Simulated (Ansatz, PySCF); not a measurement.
Breaking the C2–H3 bond in CH6BeGe (SMILES [CH3][Be][GeH3]) (multiplicity 1 held, fragments rigid). Energies count from the point at 1.095 Å.
Geometry at that point (charge 0, multiplicity 1):
```csv
atom,x (Å),y (Å),z (Å)
Be,-0.1838,1.0492,-0.7546
C,-0.4193,2.3926,-1.7208
H,-1.2268,3.0309,-1.3459
H,-0.6826,2.1178,-2.7481
H,0.4784,3.0178,-1.7796
Ge,0.1264,-0.7213,0.5188
H,0.9812,-1.8178,-0.1578
H,0.8479,-0.3987,1.8478
H,-1.1919,-1.4196,0.9253
```

R- and RO- levels are restricted; in cc, def2 and unpolarised 6-31G sets they are followed outwards from rest. Active spaces are followed from a long bond inwards. Curves can end on different states.

Frozen-core correlation. Filled d and f shells under p-block atoms count as core. Rows in 3-21G, LANL2DZ carry no dispersion term and start afresh at each structure; the Pople sets are all-electron and without relativity. LANL2DZ brings its own core potentials from Na on.

Codes used: Ansatz (Gaussian basis) for Hartree–Fock, density functionals and correlated methods; PySCF for 3-21G rows, LANL2DZ rows. Each number belongs to the level named beside it.

Energies in kJ/mol.

| R (Å) | R-HF/3-21G | R-PBE/cc-pVTZ | R-B3LYP/LANL2DZ | R-wB97X-V/cc-pVTZ | R-MP2/cc-pVTZ | SC-NEVPT2 on CASSCF(2,2)/cc-pVTZ |
|---|---|---|---|---|---|---|
| 0.876 | 122 | 122 | 128 | 120 | 117 | 121 |
| 0.986 | 23 | 26 | 27 | 24 | 22 | 25 |
| 1.095 | 0 | 0 | 0 | 0 | 0 | 0 |
| 1.205 | 17 | 13 | 13 | 15 | 17 | 14 |
| 1.315 | 55 | 46 | 48 | 51 | 54 | 48 |
| 1.479 | 129 | 111 | 115 | 122 | 126 | 114 |
| 1.643 | 209 | 180 | 188 | 198 | 203 | 183 |
| 1.917 | 339 | 285 | 299 | 317 | 322 | 284 |
| 2.191 | 453 | 371 | 391 | 419 | 420 | 357 |
| 2.520 | 568 | 449 | 476 | 517 | 509 | 411 |
| 2.958 | 688 | 518 | 556 | 615 | 587 | 443 |
| 3.506 | 797 | 567 | 618 | 699 | 631 | 455 |

Doubts at one or more of the structures used: a restricted determinant that unrestricted orbitals would lower (R-HF/3-21G, R-PBE/cc-pVTZ, R-wB97X-V/cc-pVTZ, R-MP2/cc-pVTZ).

Ansatz is a first-principles code.
